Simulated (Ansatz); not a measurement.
Cost and result for the atomization energy of C3H5BO (`BC1=CCO1`) (10 atoms, 10 bonds).

Cartesian coordinates in Å:
```
B -0.9013 1.5831 0.6907
C -0.1413 0.3926 0.1214
C -0.2941 -0.9508 0.0915
C 0.9768 -1.0164 -0.6848
O 1.0561 0.4271 -0.6012
H -0.5010 2.6977 0.5498
H -1.9134 1.3604 1.2839
H -1.0181 -1.6561 0.4660
H 0.9045 -1.3491 -1.7237
H 1.8318 -1.4886 -0.1936
```

Charge 0, multiplicity 1. The structure was optimised at the PBE0-D4/def2-TZVP level. Program: Ansatz. All runs use 2 threads of an Arm Neoverse V2 on a shared host. Times are those of one run each, without the atoms' runs, and a repeat can differ threefold. Electronic energies, without spin–orbit coupling; frozen cores. CCSD(T)/CBS adds CCSD(T) − MP2 in def2-TZVPP to the MP2 limit, and its time is that of the two runs behind it. T1 = 0.014; the RHF reference is unstable towards UHF. HSE06 is the plane-wave form, built on full-range PBE exchange.

CCSD(T)/CBS is a level of theory with its own doubt, some kJ/mol a heavy atom from the limit and from the frozen cores, so smaller differences don't rank the functionals.

```tsv
level	functions	wall time
LDA (SPW92)/def2-TZVPP	225	1.4 s
BLYP-D4/def2-TZVPP	225	2.7 s
PBE-D4/def2-TZVPP (with forces)	225	3 s
HSE06-D4/def2-TZVPP	225	3.2 s
CAM-B3LYP-D4/def2-TZVPP	225	3.4 s
CCSD(T)/def2-SVP	95	4.9 s
r2SCAN-D4/def2-TZVPP (with forces)	225	5.5 s
B2PLYP/def2-TZVPP	225	6.5 s
PBE-QIDH/def2-TZVPP	225	6.5 s
ωB97X-V/def2-TZVPP	225	8.5 s
MP2/def2-QZVPP	435	24 s
CCSD(T)/def2-TZVPP	225	120 s
CCSD(T)/CBS(def2)	–	2.3 min
```

(1) What atomization energy does each give, and how far from CCSD(T)/CBS? (Best estimate.)

## Answers

(1) The calculation gave: 
```tsv
level	atomization (kJ/mol)	difference from CCSD(T)/CBS	per bond
LDA (SPW92)/def2-TZVPP	4762.9	689.7	69.0
BLYP-D4/def2-TZVPP	4110.2	37.0	3.7
PBE-D4/def2-TZVPP (with forces)	4239.5	166.3	16.6
HSE06-D4/def2-TZVPP	4144.1	70.9	7.1
CAM-B3LYP-D4/def2-TZVPP	4113.3	40.1	4.0
CCSD(T)/def2-SVP	3903.9	-169.3	-16.9
r2SCAN-D4/def2-TZVPP (with forces)	4122.9	49.7	5.0
B2PLYP/def2-TZVPP	4059.8	-13.4	-1.3
PBE-QIDH/def2-TZVPP	4089.3	16.1	1.6
ωB97X-V/def2-TZVPP	4096.6	23.4	2.3
MP2/def2-QZVPP	4136.2	63.0	6.3
CCSD(T)/def2-TZVPP	3973.9	-99.3	-9.9
CCSD(T)/CBS(def2)	4073.2	0.0	0.0
```

From BLYP to BHLYP (50 % exact exchange), in def2-TZVPP and without D4, the atomization energy moves by −138.9 kJ/mol: exact exchange takes away binding that semilocal exchange gives to molecules. Leaving LDA and LC-ωPBE aside and taking each functional with its dispersion term where it has one, the values, not all of them listed here, spread over 287.7 kJ/mol, from BHLYP-D4 to PBE-D4. LDA lies +540.4 kJ/mol from PBE without D4, its usual overbinding. The D4 term adds +27.3 kJ/mol with B3LYP and +14.1 kJ/mol with PBE0; it sums over pairs of atoms, weighted by their polarisabilities, and B3LYP, whose exchange is more repulsive, gets the larger term.

B3LYP here is the variant with VWN-RPA as its local correlation; programs differ in this.
